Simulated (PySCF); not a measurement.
A PySCF script (with the pyscf-properties extension) for the NMR shieldings of SMILES C(C)#[N+][BH2-][C@@H]1C[Si@@H]1C, C5H12BNSi, on a GFN2-xTB geometry:

```python
import basis_set_exchange as bse
import numpy as np
from pyscf import gto, dft
from pyscf.prop import nmr

atoms = """
C     3.879941   -0.507367   -0.179914
C     2.637165    0.203721   -0.228590
N     1.636805    0.773425   -0.260204
B     0.256133    1.279651   -0.150555
C    -0.394998    0.257164    0.930290
C    -0.665482   -1.207588    0.527291
Si   -2.216056   -0.226957    0.949804
C    -3.399756    0.293372   -0.429430
H     3.687651   -1.569682   -0.025056
H     4.486246   -0.130565    0.644030
H     4.425570   -0.374771   -1.114702
H    -0.210030    1.196073   -1.244988
H     0.336682    2.400667    0.246138
H     0.063931    0.328791    1.914759
H    -0.461220   -1.451076   -0.507417
H    -0.279681   -1.971380    1.191281
H    -2.862279   -0.496734    2.233900
H    -2.848231    0.547572   -1.328263
H    -4.101428   -0.499029   -0.674817
H    -3.976113    1.165392   -0.135379
"""
names = dict.fromkeys(["C", "N", "B", "Si", "H"], "pcSseg-1")
basis = {el: gto.basis.parse(bse.get_basis(n, elements=[el], fmt="nwchem")) for el, n in names.items()}
mol = gto.M(atom=atoms, basis=basis, charge=0, verbose=0)
mf = dft.RKS(mol, xc="PBE0")
mf.grids.level = 2
mf.grids.alignment = dft.numint.BLKSIZE   # the property module wants whole blocks of grid points
mf.conv_tol = 1e-9
mf.kernel()

calc = nmr.RKS(mf)   # GIAO
C = mf.mo_coeff
Co = C[:, mf.mo_occ > 0]
resp = mf.gen_response(singlet=True, hermi=2)
def vind(x):   # induced exchange potential for any number of trial vectors
    d = np.einsum("pi,xij,qj->xpq", C, 2 * x.reshape(-1, C.shape[1], Co.shape[1]), Co, optimize=True)
    return np.einsum("xpq,pi,qj->xij", resp(d - d.transpose(0, 2, 1)), C, Co, optimize=True).ravel()
mo1, _ = nmr.rhf.solve_mo1(calc, with_cphf=vind)
sigma = calc.kernel(mo1)
for i, s in enumerate(sigma):   # ppm
    w = np.linalg.eigvalsh((s + s.T) / 2)
    print("%2d %-2s iso %8.1f  s11 %8.1f  s22 %8.1f  s33 %8.1f" % (i, mol.atom_pure_symbol(i), w.mean(), *w))
```

Q: What does it print?

A: 
```
 0 C  iso    184.4  s11    176.1  s22    177.0  s33    200.0
 1 C  iso     68.9  s11    -18.9  s22    -13.5  s33    238.9
 2 N  iso     24.8  s11   -137.8  s22   -119.6  s33    331.8
 3 B  iso    132.4  s11    118.2  s22    135.8  s33    143.3
 4 C  iso    175.7  s11    147.3  s22    178.0  s33    201.7
 5 C  iso    185.0  s11    155.4  s22    188.9  s33    210.7
 6 Si iso    461.2  s11    342.9  s22    369.5  s33    671.1
 7 C  iso    196.0  s11    187.2  s22    195.2  s33    205.6
 8 H  iso     29.0  s11     23.6  s22     28.1  s33     35.5
 9 H  iso     29.3  s11     24.3  s22     27.1  s33     36.4
10 H  iso     29.3  s11     24.3  s22     26.8  s33     36.7
11 H  iso     30.2  s11     25.5  s22     32.2  s33     32.9
12 H  iso     29.5  s11     24.9  s22     30.1  s33     33.5
13 H  iso     31.5  s11     26.4  s22     28.6  s33     39.4
14 H  iso     31.7  s11     27.7  s22     28.4  s33     39.0
15 H  iso     31.2  s11     26.1  s22     27.0  s33     40.6
16 H  iso     28.5  s11     22.7  s22     26.4  s33     36.6
17 H  iso     31.9  s11     25.5  s22     31.0  s33     39.3
18 H  iso     31.4  s11     26.3  s22     28.6  s33     39.3
19 H  iso     31.5  s11     26.5  s22     28.5  s33     39.3
```

These numbers come from an equivalent density-fitted implementation of the same equations, which agrees with the script to about 0.01 ppm for H and up to a few tenths of a ppm for heavy atoms, so last digits may differ.

Size and cost of the density-fitted run: 203 basis functions, 74 s wall time on 1 thread of an Arm Neoverse N1, shared host; peak memory 0.93 GiB.
